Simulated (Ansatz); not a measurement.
Computed with Ansatz on PBE0-D4/def2-TZVP structures; ΔE is electronic, products minus reactants. CCSD(T)/CBS is the MP2 limit (def2-TZVPP, def2-QZVPP) plus CCSD(T) − MP2 in def2-TZVPP, frozen cores. Functionals use def2-TZVPP. B3LYP here is the variant with VWN-RPA as its local correlation; programs differ in this. Each species was taken in one conformer, which may not be the lowest.

Consider the redistribution: `OB(O)S` + `FC([SiH3])[SiH2][SiH3]` → `OB(S)[SiH2][SiH3]` + `OC(F)[SiH3]`.

```tsv
level	ΔE (kJ/mol)	difference from CCSD(T)/CBS
PBE	148.4	-20.2
r2SCAN	162.6	-6.0
PBE0	156.7	-11.9
B3LYP	161.9	-6.7
HF/def2-TZVPP	175.3	6.7
MP2/def2-TZVPP	173.1	4.5
CCSD/def2-TZVPP	169.1	0.5
CCSD(T)/def2-TZVPP	166.4	-2.2
SCS-MP2/def2-QZVPP	172.9	4.3
HF/CBS(def2)	176.4	7.8
CCSD(T)/CBS	168.6	0
```

Largest T1 diagnostic among the species: 0.014.

From PBE to PBE0 (25 % exact exchange), in def2-TZVPP and without D4, ΔE moves by +8.3 kJ/mol. The D4 term adds +4.0 kJ/mol with B3LYP and +2.2 kJ/mol with PBE0; it sums over pairs of atoms, weighted by their polarisabilities, and B3LYP, whose exchange is more repulsive, gets the larger term.
